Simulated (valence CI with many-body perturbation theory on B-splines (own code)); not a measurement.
## Forbidden lines of Lu⁶⁵⁺

Level of theory: configuration interaction combined with many-body perturbation theory (CI+MBPT): four valence electrons over a frozen Dirac-Fock core [He], a basis of 11 s, 11 p, 10 d, 8 f, 5 g, 2 h functions for each j, with the one-electron correlation potential Σ1 (screened to all orders), the two-electron term Σ2, the three-electron term Σ3, Breit, model QED; selected single and double excitations, second order for the rest, scaled by the run's own slope (own B-spline code, finite nucleus).

No measured spectrum was set against this ion. As an estimate, large intervals hold to a few tenths of a per cent, small ones and those within an open d or f shell to about a per cent. Among the levels kept, up to 1100 cm⁻¹ of a level comes from second order outside the variational space, and about a tenth of that is noise between levels of different J, which matters for small intervals.

Lines 1 to 50 of 86 in falling wavelength, among levels below 952.80 Ry, chosen from the decays that carry over 1 % of a level's rate. Wavelengths and rates use the calculated energies. Electric multipoles are in the length gauge with retardation, E1 and E2 with the static RPA response of the core. M1 uses the relativistic operator with retardation. S is in atomic units (e²a₀⁴ for E2 and M2, e²a₀⁶ for E3), for M1 in squared Bohr magnetons. Weak lines are less certain than strong ones. Lines between different terms over intervals too small for the method are left out, as are lines whose strength nearly cancels.

Levels are named by their leading jj configuration (3d3/2^4 stands for four electrons in 3d with j = 3/2), which in mixed levels can hold well under half, so a name can repeat and another be missing. Letters in brackets count levels of one name in rising energy.

| λ vac (nm) | Upper | Lower | Type | A (s⁻¹) | S (a.u.) |
| --- | --- | --- | --- | --- | --- |
| 1.064 | (2s^2 2p1/2 2p3/2) J=1 | (2s^2 2p1/2^2) J=0 | M1 | 9.80e+09 | 1.31e+00 |
| 1.048 | (2s^2 2p1/2 2p3/2) J=2 | (2s^2 2p1/2^2) J=0 | E2 | 4.30e+07 | 2.43e-05 |
| 1.045 | (2s^2 2p3/2^2) J=2 | (2s^2 2p1/2 2p3/2) J=2 | M1 | 7.70e+09 | 1.63e+00 |
| 1.044 | (2s^2 2p3/2 3d5/2) J=4 | (2s^2 2p1/2 3d5/2) J=3 | M1 | 7.56e+09 | 2.87e+00 |
| 1.029 | (2s^2 2p3/2^2) J=2 | (2s^2 2p1/2 2p3/2) J=1 | M1 | 7.68e+09 | 1.55e+00 |
| 0.9806 | (2s^2 2p3/2^2) J=0 | (2s^2 2p1/2 2p3/2) J=1 | M1 | 1.72e+10 | 6.02e-01 |
| 0.1490 | (2s^2 2p3/2 3p1/2) J=2 | (2s^2 2p3/2^2) J=0 | E2 | 4.29e+11 | 1.40e-05 |
| 0.1486 | (2s^2 2p1/2 3p1/2) J=1 | (2s^2 2p1/2 2p3/2) J=2 | E2 | 1.14e+12 | 2.22e-05 |
| 0.1486 | (2s^2 2p1/2 3p1/2) J=1 | (2s^2 2p1/2 2p3/2) J=2 | M1 | 3.02e+10 | 1.10e-02 |
| 0.1486 | (2s 2p1/2^2 3p1/2) J=0 | (2s 2p1/2^2 2p3/2) J=2 | E2 | 2.26e+12 | 1.46e-05 |
| 0.1483 | (2s^2 2p1/2 3p1/2) J=1 | (2s^2 2p1/2 2p3/2) J=1 | E2 | 1.14e+12 | 2.19e-05 |
| 0.1479 | (2s^2 2p3/2 3p1/2) J=1 | (2s^2 2p3/2^2) J=2 | E2 | 1.16e+12 | 2.20e-05 |
| 0.1479 | (2s^2 2p3/2 3p1/2) J=2 | (2s^2 2p3/2^2) J=2 | E2 | 1.59e+12 | 5.02e-05 |
| 0.1478 | (2s^2 2p1/2 3p1/2) J=0 | (2s^2 2p1/2 2p3/2) J=2 | E2 | 2.24e+12 | 1.41e-05 |
| 0.1472 | (2s 2p3/2^2 3p1/2) J=0 | (2s 2p3/2^3) J=2 | E2 | 1.22e+12 | 7.53e-06 |
| 0.1453 | (2s^2 2p3/2 3d5/2) J=4 | (2s 2p1/2 2p3/2^2) J=2 [b] | E2 | 3.62e+09 | 1.88e-07 |
| 0.1443 | (2s 2p1/2 2p3/2 3p3/2) J=4 | (2s 2p1/2 2p3/2^2) J=2 [b] | E2 | 7.93e+10 | 3.99e-06 |
| 0.1438 | (2s 2p1/2^2 3p3/2) J=2 | (2s 2p1/2^2 2p3/2) J=1 | E2 | 2.87e+11 | 7.89e-06 |
| 0.1438 | (2s^2 2p3/2 3d5/2) J=4 | (2s 2p1/2 2p3/2^2) J=3 | E2 | 2.43e+10 | 1.20e-06 |
| 0.1434 | (2s 2p3/2^2 3p3/2) J=4 | (2s 2p3/2^3) J=2 | E2 | 4.04e+11 | 1.97e-05 |
| 0.1428 | (2s 2p1/2 2p3/2 3p3/2) J=4 | (2s 2p1/2 2p3/2^2) J=3 | E2 | 6.84e+11 | 3.27e-05 |
| 0.1428 | (2s 2p1/2 2p3/2 3p3/2) J=0 [b] | (2s 2p1/2 2p3/2^2) J=2 [b] | E2 | 1.23e+12 | 6.54e-06 |
| 0.1427 | (2s^2 2p3/2 3p3/2) J=2 | (2s^2 2p3/2^2) J=0 | E2 | 4.59e+11 | 1.22e-05 |
| 0.1426 | (2s 2p1/2 2p3/2 3p3/2) J=1 [d] | (2s 2p1/2 2p3/2^2) J=2 [b] | E2 | 7.07e+11 | 1.12e-05 |
| 0.1425 | (2s 2p1/2 2p3/2 3p3/2) J=1 [d] | (2s 2p1/2 2p3/2^2) J=1 [a] | E2 | 6.18e+11 | 9.73e-06 |
| 0.1424 | (2s 2p1/2^2 3p3/2) J=2 | (2s 2p1/2^2 2p3/2) J=2 | E2 | 7.76e+11 | 2.03e-05 |
| 0.1424 | (2s^2 2p1/2 3p3/2) J=2 | (2s^2 2p1/2 2p3/2) J=2 | E2 | 7.82e+11 | 2.04e-05 |
| 0.1423 | (2s^2 2p1/2 3p3/2) J=1 | (2s^2 2p1/2 2p3/2) J=2 | E2 | 5.66e+11 | 8.86e-06 |
| 0.1423 | (2s^2 2p3/2 3p3/2) J=3 | (2s^2 2p3/2^2) J=2 | E2 | 8.83e+11 | 3.22e-05 |
| 0.1423 | (2s^2 2p3/2 3p3/2) J=1 | (2s^2 2p3/2^2) J=2 | E2 | 8.90e+11 | 1.39e-05 |
| 0.1421 | (2s 2p1/2 2p3/2 3p3/2) J=4 | (2s 2p1/2 2p3/2^2) J=2 [a] | E2 | 4.44e+10 | 2.07e-06 |
| 0.1421 | (2s^2 2p1/2 3p3/2) J=2 | (2s^2 2p1/2 2p3/2) J=1 | E2 | 3.43e+11 | 8.86e-06 |
| 0.1420 | (2s^2 2p1/2 3p3/2) J=1 | (2s^2 2p1/2 2p3/2) J=1 | E2 | 5.61e+11 | 8.69e-06 |
| 0.1417 | (2s 2p3/2^2 3p3/2) J=0 | (2s 2p3/2^3) J=2 | E2 | 4.67e+11 | 2.38e-06 |
| 0.1414 | (2s^2 2p3/2 3p3/2) J=0 | (2s^2 2p3/2^2) J=2 | E2 | 2.30e+12 | 1.16e-05 |
| 0.1412 | (2s 2p1/2 2p3/2 3p3/2) J=1 [d] | (2s 2p1/2 2p3/2^2) J=3 | E2 | 4.11e+11 | 6.17e-06 |
| 0.1407 | (2s 2p3/2^2 3d5/2) J=4 [a] | (2s 2p3/2^3) J=2 | M2 | 8.91e+10 | 3.95e-06 |
| 0.1407 | (2s 2p1/2 2p3/2 3p3/2) J=0 [b] | (2s 2p1/2 2p3/2^2) J=2 [a] | E2 | 3.10e+11 | 1.52e-06 |
| 0.1402 | (2s 2p1/2 2p3/2 3d5/2) J=5 | (2s 2p1/2 2p3/2^2) J=3 | M2 | 5.63e+10 | 3.00e-06 |
| 0.1402 | (2s 2p1/2 2p3/2 3d5/2) J=5 | (2s 2p1/2 2p3/2^2) J=3 | E3 | 3.08e+09 | 1.15e-06 |
| 0.1396 | (2s^2 2p3/2 3d5/2) J=4 | (2s^2 2p3/2^2) J=2 | M2 | 5.37e+10 | 2.29e-06 |
| 0.1396 | (2s^2 2p3/2 3d5/2) J=4 | (2s^2 2p3/2^2) J=2 | E3 | 3.95e+09 | 1.17e-06 |
| 0.1265 | (2s^2 2p3/2 3d5/2) J=4 | (2s 2p1/2^2 2p3/2) J=2 | E2 | 4.53e+09 | 1.18e-07 |
| 0.1257 | (2s 2p1/2 2p3/2 3p3/2) J=4 | (2s 2p1/2^2 2p3/2) J=2 | E2 | 1.23e+12 | 3.10e-05 |
| 0.1257 | (2s 2p3/2^2 3p3/2) J=4 | (2s 2p1/2 2p3/2^2) J=3 | E2 | 5.22e+11 | 1.32e-05 |
| 0.1255 | (2s 2p3/2^2 3p3/2) J=0 | (2s 2p1/2 2p3/2^2) J=2 [b] | E2 | 1.38e+12 | 3.83e-06 |
| 0.1255 | (2s 2p1/2 2p3/2 3p3/2) J=1 [d] | (2s 2p1/2^2 2p3/2) J=1 | E2 | 6.67e+11 | 5.56e-06 |
| 0.1253 | (2s^2 2p1/2 3p3/2) J=2 | (2s^2 2p1/2^2) J=0 | E2 | 1.11e+12 | 1.53e-05 |
| 0.1253 | (2s 2p3/2^2 3p3/2) J=2 [c] | (2s 2p1/2 2p3/2^2) J=1 [b] | E2 | 3.98e+11 | 5.49e-06 |
| 0.1253 | (2s 2p3/2^2 3p3/2) J=2 [c] | (2s 2p1/2 2p3/2^2) J=2 [b] | E2 | 5.63e+11 | 7.75e-06 |
